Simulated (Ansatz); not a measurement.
CH$_{9}$NSi$_{2}$ (`N[SiH2]C[SiH3]`), 13 atoms. The species carries charge 0 and has multiplicity 1. All runs use 4 threads of an AMD EPYC 7B13 on a shared host. Correlated methods freeze the cores.

(1) How many basis functions does each run have, and how long does it take in Ansatz? RKS B3LYP-D4/def2-TZVPP energy and forces; RKS BLYP-D4/def2-TZVPP energy; RKS r2SCAN0-D4/def2-TZVPP energy; RKS PBE0-D4/def2-QZVPP energy; RKS PBE0-D4/def2-TZVP frequencies; RKS ωB97M-V/def2-QZVPP energy; RKS ωB97M-V/def2-SVP energy; direct RPA on PBE orbitals/def2-TZVPP energy; RHF-CCSD(T)/def2-TZVPP energy; RHF-CCSD(T)/def2-SVP energy; RKS PBE-QIDH (frozen core)/def2-TZVPP energy; RKS PBE0-D4/def2-TZVP relaxation (12 steps). (Estimate.)

Answers

(1) Computed: Other jobs shared the machine, so times are rough.

| level | job | functions | wall time | peak host memory (GiB) |
| --- | --- | --- | --- | --- |
| RKS BLYP-D4/def2-TZVPP | energy | 272 | 2.1 s | 0.38 |
| RKS ωB97M-V/def2-SVP | energy | 109 | 3.3 s | 0.35 |
| RHF-CCSD(T)/def2-SVP | energy | 109 | 3.7 s | 0.5 |
| RKS B3LYP-D4/def2-TZVPP | energy and forces | 272 | 4.2 s | 0.81 |
| RKS r2SCAN0-D4/def2-TZVPP | energy | 272 | 4.2 s | 0.73 |
| direct RPA on PBE orbitals/def2-TZVPP | energy | 272 | 4.4 s | 0.66 |
| RKS PBE-QIDH (frozen core)/def2-TZVPP | energy | 272 | 6 s | 0.71 |
| RKS PBE0-D4/def2-QZVPP | energy | 524 | 8.5 s | 2 |
| RKS ωB97M-V/def2-QZVPP | energy | 524 | 19 s | 2.4 |
| RKS PBE0-D4/def2-TZVP | relaxation (12 steps) | 190 | 32 s | 0.49 |
| RHF-CCSD(T)/def2-TZVPP | energy | 272 | 110 s | 6.8 |
| RKS PBE0-D4/def2-TZVP | frequencies | 190 | 2.7 min | 0.51 |

B3LYP here is the variant with VWN-RPA as its local correlation; programs differ in this.
